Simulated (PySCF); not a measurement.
# One molecule, several mistakes: AlC2H6Si

These are calculations, not measurements. They come from PySCF 2.14.0, an open-source quantum chemistry program, on an isolated molecule that a program drew, which may never have been made. The molecule is AlC2H6Si (charge 0, doublet), drawn as the SMILES string `C[SiH]=[CH][AlH]`.

Each row is a Hartree-Fock (HF) and frozen-core CCSD(T) single point in the cc-pV(D+d)Z basis, meant for a local HF minimum. Run 1 is clean. Each other run has one planted mistake out of seven kinds, and not every kind appears here: one electron removed, one electron added, multiplicity raised by two, geometry at a saddle point, minimal basis STO-3G, one bond length entered in bohr, all coordinates scaled. The reference is restricted for singlets and unrestricted otherwise, and also for a bond in bohr. Adding or removing an electron swaps singlet and doublet. Electrons count all cores. HOMO and LUMO are orbital energies over both spins, the gradient is its largest component, and the lowest frequency (negative if imaginary) is given only where the gradient is small. Bond lengths are over the 9 bonds as drawn. T1 is the CCSD diagnostic: over 0.02 (restricted) or 0.045 (unrestricted) a single reference is doubtful.

Geometry of the clean run:
```xyz
10
AlC2H6Si, angstrom
C     0.4650    1.1146    0.9058
Si   -0.1083   -0.2610   -0.2180
C    -1.5810   -1.1147   -0.1271
Al   -2.9678   -0.8277    1.1697
H    -0.2736    1.3386    1.6756
H     0.6542    2.0200    0.3220
H     1.4061    0.8353    1.3882
H     0.9056   -0.5517   -1.2562
H    -1.7145   -1.8839   -0.8875
H    -2.7505    0.3075    2.2771
```

| run | electrons | basis functions | <S^2> | HOMO (eV) | LUMO (eV) | gradient (hartree/bohr) | lowest frequency (cm^-1) | mean bond (Å) | longest bond (Å) | T1 | HF (hartree) | CCSD(T) (hartree) | mistake |
|---|---|---|---|---|---|---|---|---|---|---|---|---|---|
| 1 | 45 | 104 | 0.756 | -7.46 | 1.17 | 2.1e-05 | 129 | 1.4377 | 1.920 | 0.0148 | -610.01922 | -610.51245 | no fault |
| 2 | 45 | 104 | 0.753 | -7.23 | 1.34 | 3.6e-02 | - | 1.3702 | 1.830 | 0.0133 | -609.99653 | -610.48187 | all coordinates scaled |
| 3 | 46 | 104 | 0.000 | 0.07 | 5.96 | 5.5e-02 | - | 1.4377 | 1.920 | 0.0164 | -609.98400 | -610.51464 | one electron added |
| 4 | 45 | 104 | 3.774 | -5.52 | 0.03 | 1.1e-01 | - | 1.4377 | 1.920 | 0.0206 | -609.93630 | -610.39915 | multiplicity raised by two |
| 5 | 45 | 34 | 1.252 | -4.05 | 7.70 | 3.2e-02 | - | 1.4377 | 1.920 | 0.0647 | -602.78656 | -603.02443 | minimal basis STO-3G |
| 6 | 44 | 104 | 0.000 | -13.55 | -5.80 | 5.8e-02 | - | 1.4377 | 1.920 | 0.0156 | -609.77525 | -610.26312 | ? |

**Which mistake was planted in run 6, and what did it cost?**

It counts 44 electrons, one fewer than the clean run, at the same geometry and basis. So the mistake is: one electron removed. Subtracting run 1 and multiplying by 627.51 kcal/mol a hartree, the energy moved by 153.1 kcal/mol in HF and 156.5 kcal/mol in CCSD(T).

Cautions from the logs. Run 3: the HOMO is above zero, so the electron isn't bound and the energy depends on the basis; run 5: T1 is over the limit, so its CCSD(T) energy is less reliable.
